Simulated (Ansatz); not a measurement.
Input for Ansatz (an electronic-structure program): R-BLYP/def2-TZVPP on H2 (SMILES [H][H]).

Ansatz 0.2 input:
```yaml
crystal:
  periodic: [false, false, false]
  atoms:
    - {symbol: H, position_ang: [0.00000000, 0.00000000, 0.37198582]}
    - {symbol: H, position_ang: [-0.00000000, -0.00000000, -0.37198582]}
basis:
  gaussian:
    orbitals: def2-TZVPP
hamiltonian:
  xc: {name: BLYP}
scf: {lower_state_search: off}
```

It printed:

```
WARN ansatz: RAYON_NUM_THREADS=4 ignored (pool sized by the plan → 4); use --threads N
Functional definition: BLYP
these checks for a lower state are left out or cut short: stability, starts, cluster_reference, orbital_swaps, neighbouring_geometries, increment
integrals: 0.00 GiB planned
118 factors; their error is unknown
mean field: 0.05 GiB planned
mean field evaluation 1: about -31.4218 eV, gradient 1.1e1 eV
mean field evaluation 2: about -31.7657 eV, gradient 4.0e0 eV
mean field evaluation 4: about -31.8276 eV, gradient 5.9e-2 eV
mean field evaluation 8: about -31.8259 eV, gradient 8.1e-5 eV
mean field -31.82591756 eV, -1.1695808980 hartree, gradient 8.3e-7 eV, S^2 0.000000; 0 other end points of the search recorded, 0 dependent functions left out
reference -31.82610986 eV, -1.1695879649 hartree; 1, 1 occupied and 27, 27 virtual orbitals, 118 factors
Total energy: -31.82610986 eV, -1.1695879649 hartree
Checks for a lower state left out: stability, starts, cluster_reference, orbital_swaps, neighbouring_geometries, increment
```

Self-consistency was reached.

Cost: roughly 0.21 core-seconds.
